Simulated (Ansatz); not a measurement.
Steps of a relaxation of ClH₈NOSi₃ (`N[Si]([SiH3])(Cl)O[SiH3]`) with RKS PBE0-D4/def2-TZVP.

```sh
$ ansatz run in.yaml --threads 2 --pin off --events-out ev --progress --plain --max-ram 22528MiB --backend cuda --devices 0, --max-vram 18GiB
```

```yaml
crystal:
  periodic: [false, false, false]
  atoms:
    - {symbol: N, position_ang: [-1.413520, 0.327570, -1.402760]}
    - {symbol: Si, position_ang: [-0.053800, 0.658060, -0.391100]}
    - {symbol: Si, position_ang: [-0.360440, 1.690650, 1.645570]}
    - {symbol: Cl, position_ang: [1.213700, 1.626710, -1.637600]}
    - {symbol: O, position_ang: [0.593610, -0.781990, -0.017350]}
    - {symbol: Si, position_ang: [1.221080, -2.242420, -0.345530]}
    - {symbol: H, position_ang: [-2.107500, -0.332950, -1.096180]}
    - {symbol: H, position_ang: [-1.844520, 1.073930, -1.922640]}
    - {symbol: H, position_ang: [0.873730, 2.185250, 2.263910]}
    - {symbol: H, position_ang: [-1.255500, 2.848880, 1.509510]}
    - {symbol: H, position_ang: [-0.999580, 0.796100, 2.619320]}
    - {symbol: H, position_ang: [0.092600, -3.136480, -0.602560]}
    - {symbol: H, position_ang: [1.938710, -2.569140, 0.883650]}
    - {symbol: H, position_ang: [2.101430, -2.144190, -1.506240]}
basis:
  gaussian: {orbitals: def2-TZVP}
hamiltonian: {xc: pbe0, dispersion: d4}
relax: {f_tol: 0.005, max_steps: 150}
```

Positions (Å) and forces (eV/Å) along the path, 11 of 30 steps:

```xyz
14
step=1 energy=-39812.4227 eV
N    -1.414    0.328   -1.403    0.202    0.223    0.379
Si   -0.054    0.658   -0.391   -0.490   -1.169   -0.567
Si   -0.360    1.691    1.646   -0.126    0.407    0.154
Cl    1.214    1.627   -1.638    0.435    0.603   -0.217
O     0.594   -0.782   -0.017   -0.290    0.659    0.217
Si    1.221   -2.242   -0.346   -0.198    0.422    0.178
H    -2.107   -0.333   -1.096   -0.079   -0.095    0.102
H    -1.845    1.074   -1.923    0.017    0.071   -0.074
H     0.874    2.185    2.264    0.432    0.052    0.050
H    -1.256    2.849    1.510   -0.224    0.301   -0.121
H    -1.000    0.796    2.619   -0.164   -0.388    0.113
H     0.093   -3.136   -0.603   -0.171   -0.479   -0.092
H     1.939   -2.569    0.884    0.328   -0.465    0.221
H     2.101   -2.144   -1.506    0.329   -0.143   -0.342
14
step=3 energy=-39812.5750 eV
N    -1.446    0.339   -1.370    0.147    0.083    0.182
Si   -0.065    0.635   -0.391   -0.183   -0.110   -0.189
Si   -0.381    1.751    1.638   -0.033   -0.075   -0.009
Cl    1.214    1.749   -1.567   -0.047   -0.018    0.019
O     0.590   -0.798   -0.010   -0.008    0.138    0.049
Si    1.235   -2.263   -0.341    0.011   -0.079    0.002
H    -2.160   -0.292   -1.038    0.050    0.012   -0.001
H    -1.847    1.088   -1.912    0.044   -0.010   -0.013
H     0.901    2.201    2.239    0.005   -0.009   -0.014
H    -1.277    2.924    1.456    0.006    0.023   -0.003
H    -1.039    0.790    2.569   -0.010    0.055    0.016
H     0.143   -3.229   -0.620   -0.009   -0.017   -0.007
H     1.989   -2.702    0.858    0.012   -0.019   -0.014
H     2.143   -2.194   -1.511    0.016    0.026   -0.019
14
step=10 energy=-39812.6054 eV rejected
N    -1.438    0.206   -1.230    0.043   -0.056    0.071
Si   -0.070    0.566   -0.279   -0.017    0.031   -0.019
Si   -0.424    1.822    1.655    0.030   -0.087   -0.006
Cl    1.168    1.640   -1.536   -0.019   -0.004   -0.010
O     0.666   -0.807    0.193   -0.006    0.033    0.021
Si    1.259   -2.217   -0.413   -0.074   -0.033   -0.030
H    -2.223   -0.306   -0.862    0.009   -0.008    0.015
H    -1.690    0.777   -2.017   -0.002    0.063   -0.075
H     0.858    2.043    2.376   -0.017    0.018    0.009
H    -1.040    3.133    1.321    0.002    0.013   -0.014
H    -1.355    1.071    2.542   -0.009    0.020    0.028
H     0.137   -3.114   -0.790   -0.001   -0.007    0.007
H     2.061   -2.861    0.655    0.024    0.025   -0.032
H     2.090   -1.954   -1.615    0.037   -0.009    0.034
14
step=13 energy=-39812.6075 eV
N    -1.430    0.196   -1.227    0.004   -0.021    0.028
Si   -0.068    0.562   -0.271   -0.003   -0.011   -0.006
Si   -0.427    1.820    1.661   -0.007    0.004    0.028
Cl    1.161    1.640   -1.531    0.002    0.008   -0.001
O     0.671   -0.810    0.201    0.007   -0.001   -0.006
Si    1.254   -2.218   -0.423   -0.014    0.000    0.005
H    -2.217   -0.311   -0.858    0.003    0.001   -0.002
H    -1.675    0.764   -2.019   -0.002    0.018   -0.018
H     0.846    2.047    2.396   -0.007   -0.001   -0.009
H    -1.024    3.135    1.300    0.007   -0.009   -0.005
H    -1.377    1.104    2.559    0.009    0.002   -0.015
H     0.128   -3.114   -0.792    0.000    0.001    0.005
H     2.075   -2.865    0.629   -0.002    0.010   -0.013
H     2.084   -1.950   -1.624    0.003    0.000    0.010
14
step=14 energy=-39812.6077 eV
N    -1.425    0.195   -1.224    0.004   -0.017    0.009
Si   -0.062    0.566   -0.272   -0.014    0.003    0.001
Si   -0.428    1.819    1.662   -0.001    0.002    0.012
Cl    1.152    1.659   -1.533    0.007    0.005   -0.004
O     0.689   -0.800    0.195    0.000   -0.011   -0.008
Si    1.251   -2.218   -0.423   -0.002    0.011    0.003
H    -2.209   -0.321   -0.859    0.005    0.002    0.002
H    -1.672    0.759   -2.019    0.001    0.008   -0.006
H     0.843    2.047    2.399   -0.003    0.000   -0.003
H    -1.026    3.132    1.301    0.002   -0.004   -0.002
H    -1.378    1.098    2.555    0.003    0.000   -0.006
H     0.114   -3.103   -0.783   -0.003    0.000    0.004
H     2.069   -2.868    0.629    0.000    0.002   -0.005
H     2.082   -1.967   -1.628    0.000   -0.002    0.003
14
step=15 energy=-39812.6078 eV
N    -1.420    0.192   -1.227    0.004   -0.003    0.002
Si   -0.060    0.569   -0.272    0.007   -0.007   -0.001
Si   -0.430    1.818    1.663   -0.002    0.000    0.000
Cl    1.155    1.665   -1.531    0.002    0.002   -0.001
O     0.694   -0.796    0.195   -0.003    0.005    0.001
Si    1.249   -2.218   -0.423   -0.004    0.005   -0.002
H    -2.205   -0.319   -0.858   -0.004   -0.001   -0.001
H    -1.666    0.755   -2.024    0.000    0.002    0.002
H     0.840    2.047    2.402    0.000    0.000    0.000
H    -1.029    3.131    1.302    0.000   -0.001    0.000
H    -1.380    1.094    2.553    0.000    0.000    0.000
H     0.106   -3.102   -0.768    0.001    0.001    0.002
H     2.076   -2.864    0.624    0.001    0.001    0.000
H     2.069   -1.972   -1.636   -0.001   -0.002   -0.001
14
step=18 energy=-39812.6081 eV
N    -1.389    0.183   -1.235    0.001    0.005    0.005
Si   -0.040    0.579   -0.271    0.021   -0.009   -0.006
Si   -0.442    1.816    1.667    0.003    0.000   -0.001
Cl    1.168    1.693   -1.521   -0.007   -0.003    0.007
O     0.730   -0.778    0.196   -0.003    0.012    0.006
Si    1.237   -2.216   -0.424    0.000   -0.023   -0.018
H    -2.175   -0.323   -0.860   -0.007   -0.002   -0.011
H    -1.636    0.745   -2.032   -0.005   -0.001    0.002
H     0.817    2.049    2.422   -0.001    0.000    0.000
H    -1.046    3.126    1.305   -0.001    0.000    0.000
H    -1.397    1.079    2.540    0.001    0.000   -0.002
H     0.067   -3.095   -0.688    0.024    0.015    0.006
H     2.114   -2.851    0.589   -0.009    0.007   -0.013
H     1.992   -2.005   -1.687   -0.016   -0.002    0.024
14
step=19 energy=-39812.6082 eV
N    -1.384    0.183   -1.237    0.000   -0.004    0.015
Si   -0.038    0.578   -0.270    0.013    0.004   -0.006
Si   -0.443    1.817    1.666   -0.004   -0.008    0.005
Cl    1.173    1.694   -1.515   -0.001   -0.002   -0.001
O     0.731   -0.778    0.199   -0.004    0.006    0.003
Si    1.234   -2.217   -0.424    0.006   -0.023   -0.013
H    -2.170   -0.325   -0.866   -0.002    0.001   -0.011
H    -1.632    0.748   -2.032   -0.003    0.003   -0.003
H     0.814    2.052    2.424   -0.004    0.000   -0.002
H    -1.050    3.125    1.305    0.002   -0.003   -0.002
H    -1.399    1.076    2.537    0.004    0.005    0.000
H     0.064   -3.099   -0.672    0.022    0.015    0.005
H     2.126   -2.847    0.580   -0.012    0.009   -0.017
H     1.974   -2.007   -1.696   -0.017   -0.003    0.026
14
step=20 energy=-39812.6083 eV
N    -1.373    0.185   -1.245    0.000   -0.014    0.028
Si   -0.032    0.578   -0.268   -0.018    0.007    0.007
Si   -0.446    1.813    1.668   -0.011    0.011    0.003
Cl    1.187    1.694   -1.503    0.004    0.004   -0.006
O     0.730   -0.780    0.206    0.003   -0.024   -0.009
Si    1.228   -2.218   -0.423    0.024   -0.018   -0.004
H    -2.159   -0.329   -0.881    0.014    0.008   -0.008
H    -1.623    0.761   -2.031    0.002    0.006   -0.008
H     0.808    2.058    2.429   -0.007   -0.003   -0.006
H    -1.058    3.118    1.298    0.002   -0.002    0.008
H    -1.403    1.074    2.540    0.010    0.004   -0.010
H     0.059   -3.111   -0.634    0.018    0.013    0.004
H     2.152   -2.836    0.560   -0.024    0.015   -0.028
H     1.931   -2.009   -1.716   -0.018   -0.007    0.031
14
step=21 energy=-39812.6084 eV
N    -1.370    0.186   -1.246   -0.003   -0.013    0.019
Si   -0.031    0.578   -0.266   -0.023    0.013   -0.009
Si   -0.449    1.816    1.667    0.001    0.000    0.013
Cl    1.189    1.694   -1.500    0.007    0.004   -0.005
O     0.730   -0.781    0.207   -0.001   -0.016   -0.003
Si    1.228   -2.219   -0.423    0.019   -0.010   -0.003
H    -2.156   -0.331   -0.885    0.012    0.006   -0.005
H    -1.620    0.763   -2.031    0.004    0.001   -0.003
H     0.806    2.060    2.426   -0.004    0.000   -0.001
H    -1.062    3.121    1.303    0.002   -0.006   -0.003
H    -1.402    1.074    2.539    0.004    0.003   -0.006
H     0.058   -3.113   -0.627    0.012    0.010    0.003
H     2.157   -2.836    0.555   -0.018    0.012   -0.020
H     1.922   -2.010   -1.720   -0.013   -0.005    0.023
14
step=30 energy=-39812.6086 eV
N    -1.353    0.190   -1.252   -0.001    0.000    0.002
Si   -0.022    0.580   -0.261    0.002    0.000   -0.002
Si   -0.458    1.813    1.671    0.001    0.000    0.001
Cl    1.212    1.695   -1.483   -0.001   -0.001    0.001
O     0.733   -0.782    0.216   -0.002    0.004   -0.001
Si    1.220   -2.220   -0.423    0.000   -0.001    0.000
H    -2.147   -0.318   -0.897    0.000    0.001   -0.003
H    -1.587    0.759   -2.049    0.001   -0.001    0.003
H     0.786    2.050    2.448    0.001    0.000    0.000
H    -1.061    3.122    1.301    0.000    0.000   -0.002
H    -1.427    1.072    2.527   -0.001   -0.001    0.001
H     0.057   -3.137   -0.541    0.000    0.000    0.000
H     2.218   -2.804    0.504    0.001    0.000    0.001
H     1.829   -2.020   -1.762    0.000    0.000   -0.001
```

It took 61 s on 2 threads of an AMD EPYC 7R13 on a shared host and a share of an NVIDIA H100 80 GB, with 0.97 GiB of host memory at the peak.
